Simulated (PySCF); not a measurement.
Gas-phase reaction: 6 GaH2Cl + C3H6 (cyclic) ⇌ 3 Ga2H6 + 3 CCl2

Method: PySCF energies plus ideal-gas RRHO corrections (1 bar). † marks an energy on the PBE0/def2-TZVP geometry and frequencies; other levels use their own. MP2 freezes the core. 6-31G* has spherical d functions here. All species are closed-shell singlets. B3LYP is the form with VWN-RPA correlation. Ga: all electrons, no relativistic terms. GaH2Cl, Ga2H6: computed as isolated molecules; such fragments, hydroxides, amides, oligomers or adducts are transient or little studied in the gas. MP2 isn't extrapolated to the basis-set limit; its ΔH°(298 K) is 1744.0 kJ in def2-SVP and 1633.5 kJ in def2-TZVPP. The harmonic model lacks anharmonicity and excited electronic states, which grow with temperature; levels with a mode under 35 cm⁻¹ are left out.

```
level              ΔE electronic, kJ  ΔH°(298 K), kJ  ΔS°(298 K), J/K  ΔG°(600 K), kJ
-----------------  -----------------  --------------  ---------------  --------------
B3LYP/6-31G*                    1692            1618             -134            1694
BLYP/def2-TZVP†                 1551            1484             -139            1564
HF/6-31G*                       1884            1803             -139            1882
HF/def2-TZVP†                   1813            1746             -139            1826
M06-2X/def2-TZVP†               1703            1636             -139            1716
MP2/def2-SVP†                   1811            1744             -139            1824
PBE/def2-SVP                    1595            1530             -136            1607
PBE/def2-TZVP†                  1531            1464             -139            1544
PBE0/def2-SVP†                  1716            1649             -139            1729
r2SCAN/def2-TZVP†               1581            1514             -139            1594
LDA/def2-TZVP†                  1502            1435             -139            1515
```
ΔH° is lowest at LDA/def2-TZVP† and highest at HF/6-31G*. No reference value is set beside these.
